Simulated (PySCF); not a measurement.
A PySCF script (with the pyscf-properties extension) for the NMR shieldings of `C#Cc1snnc1[SiH3]`, C4H4N2SSi, on a GFN2-xTB geometry:

```python
import basis_set_exchange as bse
import numpy as np
from pyscf import gto, dft
from pyscf.prop import nmr

atoms = """
C    -1.504823   -2.343921    0.153641
C    -0.521854   -1.653109    0.100130
C     0.620860   -0.859539    0.038898
S     2.230208   -1.488922    0.053672
N     2.850502    0.047484   -0.042900
N     1.973355    0.943819   -0.082608
C     0.699295    0.524463   -0.041620
Si   -0.735666    1.738255   -0.092818
H    -2.366653   -2.939469    0.199573
H    -0.165671    3.076524   -0.177795
H    -1.523451    1.545838    1.127362
H    -1.554904    1.407892   -1.261561
"""
names = dict.fromkeys(["C", "S", "N", "Si", "H"], "pcSseg-1")
basis = {el: gto.basis.parse(bse.get_basis(n, elements=[el], fmt="nwchem")) for el, n in names.items()}
mol = gto.M(atom=atoms, basis=basis, charge=0, verbose=0)
mf = dft.RKS(mol, xc="PBE0")
mf.grids.level = 2
mf.grids.alignment = dft.numint.BLKSIZE   # the property module wants whole blocks of grid points
mf.conv_tol = 1e-9
mf.kernel()

calc = nmr.RKS(mf)   # GIAO
C = mf.mo_coeff
Co = C[:, mf.mo_occ > 0]
resp = mf.gen_response(singlet=True, hermi=2)
def vind(x):   # induced exchange potential for any number of trial vectors
    d = np.einsum("pi,xij,qj->xpq", C, 2 * x.reshape(-1, C.shape[1], Co.shape[1]), Co, optimize=True)
    return np.einsum("xpq,pi,qj->xij", resp(d - d.transpose(0, 2, 1)), C, Co, optimize=True).ravel()
mo1, _ = nmr.rhf.solve_mo1(calc, with_cphf=vind)
sigma = calc.kernel(mo1)
for i, s in enumerate(sigma):   # ppm
    print("%2d %-2s %9.2f" % (i, mol.atom_pure_symbol(i), np.trace(s) / 3))
```

Q: What are the results?

A: 
```
 0 C      75.89
 1 C     109.63
 2 C      31.93
 3 S     -90.74
 4 N    -201.10
 5 N    -220.07
 6 C      29.38
 7 Si    431.25
 8 H      27.42
 9 H      26.69
10 H      26.93
11 H      26.93
```

These numbers come from an equivalent density-fitted implementation of the same equations, which agrees with the script to about 0.01 ppm for H and up to a few tenths of a ppm for heavy atoms, so last digits may differ.

Q: Turn these shieldings into chemical shifts. Scale: 13C (σref 186.93), 29Si (σref 349.16), 1H (σref 31.72) vs TMS; 33S (σref 503.73) vs CS2; 15N (σref 267.73) against NH3 (reference shieldings calculated alike).

A: Averaging equivalent atoms: C 6: 157.5; C 2: 155.0; C 0: 111.0; C 1: 77.3; S 3: 594; N 5: 487.8; N 4: 468.8; Si 7: -82.1; H 9/10/11: 4.87; H 8: 4.30 ppm. Experimental scales use liquid or dissolved standards, which lie at an offset from isolated NH3 (liquid NH3: subtract about 20 ppm). Unscaled 15N shifts of sp2 nitrogen come out 20 to 40 ppm too high even then.

Size and cost of the density-fitted run: 170 basis functions, of the order of 60 core-seconds.
